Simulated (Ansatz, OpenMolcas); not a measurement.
# From Ansatz to OpenMolcas

Ansatz 0.2.0 runs this on GeSiH4O2 (SMILES [OH][Ge][O][SiH3]):

molecule.yaml:
```yaml
crystal:
  periodic: [false, false, false]
  atoms:
    - {symbol: O, position_ang: [1.410100, 2.505300, 0.149500]}
    - {symbol: Ge, position_ang: [1.623900, 0.902600, -0.581400]}
    - {symbol: O, position_ang: [0.084300, 0.200200, 0.031000]}
    - {symbol: Si, position_ang: [-0.715100, -1.229100, -0.056600]}
    - {symbol: H, position_ang: [0.587200, 2.577300, 0.646600]}
    - {symbol: H, position_ang: [-2.046000, -1.018000, -0.682500]}
    - {symbol: H, position_ang: [0.048600, -2.214700, -0.872700]}
    - {symbol: H, position_ang: [-0.900800, -1.780800, 1.310300]}
basis:
  gaussian: {orbitals: 3-21G-spherical.json}
hamiltonian: {xc: hf}
accuracy: high
output: {orbitals: {seedname: orbitals}}
```

```bash
$ ansatz run molecule.yaml --threads 1 --pin off --max-ram 3480MiB --events-out events.jsonl --progress --plain --runs-dir runs
```

(Basis files named in the input come from the Basis Set Exchange and aren't shown.)

The coordinates come from a PBE0-D4/def2-TZVP relaxation. This is one conformer, not always the lowest.

It gives a total energy of -2504.068806 Eh.

Task: How is this level of theory, on these atoms, set up in OpenMolcas 26.06 as an input file of the program's own, asking for the gradient?

Result: One way, which was run:

job.input:
```
&GATEWAY
  BasLib = $CurrDir
  Coord
  8
  angstrom
  O        1.410100       2.505300       0.149500
  Ge       1.623900       0.902600      -0.581400
  O        0.084300       0.200200       0.031000
  Si      -0.715100      -1.229100      -0.056600
  H        0.587200       2.577300       0.646600
  H       -2.046000      -1.018000      -0.682500
  H        0.048600      -2.214700      -0.872700
  H       -0.900800      -1.780800       1.310300
  Basis = 3-21G
  Group = NoSym

&SEWARD

&SCF
  Thresholds = 1e-10 1e-07 1e-07 1e-05
  PrOrbitals = 0

&ALASKA
```

```bash
$ export MOLCAS_MEM=1860
$ pymolcas job.input > job.log
```

(Basis files named in the input come from the Basis Set Exchange and aren't shown.)

Its energy is -2504.068806 Eh, the same as the first but for the last digit, at most.
